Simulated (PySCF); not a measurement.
## Worked example: entropy of an ideal gas

SiClI, SMILES [Si](Cl)I (connectivity only; charge and spin as stated), neutral, multiplicity 1.

Coordinates come from a B3LYP-D3(BJ)/def2-TZVP optimisation. The def2 effective core potentials stand for the cores of I; spin–orbit coupling is left out.

B3LYP-D3(BJ)/def2-TZVP (PySCF) gives the harmonic wavenumbers 136, 335, 496 cm⁻¹ and the rotational temperatures 0.5606, 0.0604, 0.0545 K. The molar mass is 190.44 g/mol, the symmetry number 1, the spin multiplicity 1.

### Question
Work out the entropy at 298.15 K and 1 atm in the rigid-rotor, harmonic-oscillator model.

### Answer

Translation (Sackur–Tetrode at 1 atm): S = R[1.5 ln M + 2.5 ln T − 1.16487] = 174.2 J/(mol K).
Rotation: q = (√π/σ) T^1.5/√(θA θB θC) = 212000, S = R[ln q + 3/2] = 114.5 J/(mol K).
Vibration: with u = 1.4388 ν/T, each mode gives R[u/(e^u − 1) − ln(1 − e^−u)]:
```csv
ν (cm⁻¹),modes,u,S (J/(mol K))
136,1,0.66,11.96
335,1,1.62,5.17
496,1,2.39,2.80
```
These are all the modes. Sum 19.9 J/(mol K).
Spin: R ln 1 = 0.0 J/(mol K).
Total 308.6 J/(mol K); the program's own thermochemistry gives 308.6. Translation makes up 56 % and vibration 6 %. Anharmonicity, hindered rotation and orbital degeneracy are left out.
